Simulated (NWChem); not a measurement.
Molecule: BiHCl2; SMILES [Cl][BiH][Cl]

Program: NWChem. Medium grid unless said otherwise, to which SCAN and Minnesota functionals are sensitive. Structure relaxed at the PBE0/def2-SVP level. def2 effective core potentials on Bi; no spin-orbit coupling. Hybrids' shares of exact exchange are those that their runs print; pure functionals count as 0. The functionals differ in more than this share.

| row | share of exact exchange | highest occupied level (eV) |
|---|---|---|
| PBE/def2-SVP | 0.00 | -6.66 |
| M06-L/def2-SVP | 0.00 | -6.96 |
| TPSSh/def2-SVP | 0.10 | -7.35 |
| B3LYP/def2-SVP | 0.20 | withheld |
| M06-2X/def2-SVP | 0.54 | -9.16 |

Question: Fit a straight line of the last column on the one before it, predict the withheld value, and compare with the run.

Answer: 
1. Means of the 4 shown rows: x = 0.160, y = -7.532. Slope Σ(x − x̄)(y − ȳ)/Σ(x − x̄)² = -0.8606/0.1992 = -4.320; intercept -6.841.
2. The shown rows scatter about the line by 0.115 (root mean square); the largest residual is +0.18, at PBE/def2-SVP.
3. At x = 0.20 (B3LYP/def2-SVP; inside the shown range) the line gives -7.70.
4. The run gives -7.65, +0.05 from the line, 0.4 times the scatter.
